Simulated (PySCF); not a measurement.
# Calculated NMR parameters of COC(=O)CCOC(C)=O

```yaml
Formula: C6H10O4
SMILES: COC(=O)CCOC(C)=O
InChI: InChI=1S/C6H10O4/c1-5(7)10-4-3-6(8)9-2/h3-4H2,1-2H3
Point_group_of_the_computed_structure: C1
Degrees_of_unsaturation: 2
Carbon_signals: 6
Proton_signals: 4
```

Atom-mapped SMILES (the numbers label the heavy atoms): `[CH3:1][O:2][C:3](=[O:4])[CH2:5][CH2:6][O:7][C:8]([CH3:9])=[O:10]` (H(Xn): hydrogen on atom n).

How the numbers were obtained: σ from GIAO-PBE0/pcSseg-1, GFN2-xTB structure, in PySCF 2.14 (a single conformation, relativity neglected, no solvent, rapidly exchanging positions averaged).

Shifts are taken against calculated references (same method and geometry level): TMS for ¹H and ¹³C; H2O for ¹⁷O.

| carbon | δC, type | δH (multiplicity) | HMBC from (2–3 bonds) | span of the C tensor (ppm) |
| --- | --- | --- | --- | --- |
| C1 | 53.7, CH3 | 3.87 (s) | – | 75 |
| C3 | 178.2, C | – | H(C6), H(C1), H(C5) | 160 |
| C5 | 34.6, CH2 | 2.84 (t) | H(C6) | 57 |
| C6 | 63.5, CH2 | 4.45 (t) | H(C5) | 83 |
| C8 | 177.2, C | – | H(C6), H(C9) | 164 |
| C9 | 23.4, CH3 | 2.08 (s) | – | 53 |

Other nuclei:
```tsv
atoms	nucleus	environment	δ (ppm)	σ (ppm)
O10	¹⁷O	ester carbonyl oxygen	451.3	-115.2
O4	¹⁷O	ester carbonyl oxygen	437.9	-101.8
O7	¹⁷O	ester alkoxy oxygen	206.1	129.9
O2	¹⁷O	ester alkoxy oxygen	189.8	146.3
```

- Carbon types of the structure: 2 × C, 2 × CH2, 2 × CH3, which accounts for all hydrogens.
- δC 178.2, 177.2: ester carbonyl carbon; lone-pair donation from the attached heteroatom keeps it upfield of a ketone carbonyl.
- δC 63.5: sp3 CH2 bonded to O; deshielded by the electronegative neighbour.
- δH 3.87: hydrogen on a methyl carbon bonded to O; its carbon carries O, an electronegative neighbour.
- δH 2.84: hydrogen on an sp3 CH2 α to a carbonyl; α to C=O.
- δH 2.08: hydrogen on a methyl carbon α to a carbonyl; α to C=O.

Shifts are as computed. Against solution values, carbons near 30 ppm lie about +3 ppm off and those near 130 ppm about +5 ppm. Of 1211 compounds with measured shifts, 218 miss one by over three times the rms of a fit or turn the order of signals round; such compounds aren't used in these exercises. Unscaled 17O shifts of doubly bonded oxygen tend to come out too high, by tens of ppm or more. Experimental scales use liquid or dissolved standards, which lie at an offset from isolated H2O (liquid H2O: subtract about 36 ppm). No couplings were computed; multiplicities are counted from neighbouring protons, with m where these are inequivalent, close in shift, in a saturated or five-membered ring or joined by F or P, and br s for small geminal =CH2 splittings.
